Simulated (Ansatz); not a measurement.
`N[C@@H](F)[Si@@H](O)F`, relaxed with RKS PBE0-D4/def2-TZVP in Ansatz 0.2.0 from a PBE-D4/def2-SVP geometry. The force threshold is 0.005 eV/Å; the program also tests the step.

Charge 0, multiplicity 1.

Start:

```xyz
11

N     0.112    0.458   -1.556
C     0.075    0.960   -0.246
F    -1.183    1.570    0.132
Si    0.297   -0.445    1.012
O    -0.570   -1.703    0.338
F     1.880   -0.851    1.148
H    -0.521   -0.336   -1.704
H    -0.017    1.166   -2.287
H     0.835    1.764   -0.127
H    -0.162   -0.102    2.394
H    -0.746   -2.479    0.896
```

```json
{"step": "1", "energy (eV)": "-17961.2106", "largest force (eV/Å)": "1.045", "largest move (Å)": "0.000"}
{"step": "2", "energy (eV)": "-17961.2773", "largest force (eV/Å)": "0.807", "largest move (Å)": "0.027"}
{"step": "3", "energy (eV)": "-17961.2999", "largest force (eV/Å)": "0.076", "largest move (Å)": "0.033"}
{"step": "4", "energy (eV)": "-17961.3009", "largest force (eV/Å)": "0.057", "largest move (Å)": "0.010"}
{"step": "5", "energy (eV)": "-17961.3016", "largest force (eV/Å)": "0.036", "largest move (Å)": "0.011"}
{"step": "6", "energy (eV)": "-17961.3018", "largest force (eV/Å)": "0.015", "largest move (Å)": "0.006"}
{"step": "7", "energy (eV)": "-17961.3019", "largest force (eV/Å)": "0.009", "largest move (Å)": "0.008"}
{"step": "8", "energy (eV)": "-17961.3019", "largest force (eV/Å)": "0.010", "largest move (Å)": "0.005"}
{"step": "9", "energy (eV)": "-17961.3019", "largest force (eV/Å)": "0.010", "largest move (Å)": "0.012"}
{"step": "10", "energy (eV)": "-17961.3020", "largest force (eV/Å)": "0.006", "largest move (Å)": "0.002"}
{"step": "11", "energy (eV)": "-17961.3020", "largest force (eV/Å)": "0.001", "largest move (Å)": "0.001"}
```

End:

```xyz
11

N     0.097    0.465   -1.556
C     0.070    0.939   -0.242
F    -1.162    1.577    0.109
Si    0.295   -0.462    1.002
O    -0.530   -1.723    0.376
F     1.848   -0.804    1.122
H    -0.539   -0.301   -1.730
H     0.011    1.182   -2.262
H     0.829    1.716   -0.116
H    -0.166   -0.118    2.364
H    -0.752   -2.471    0.931
```

Hardware: 4 threads of an Arm Neoverse V1 on a shared host. Wall time 45 s, peak host memory 0.6 GiB.
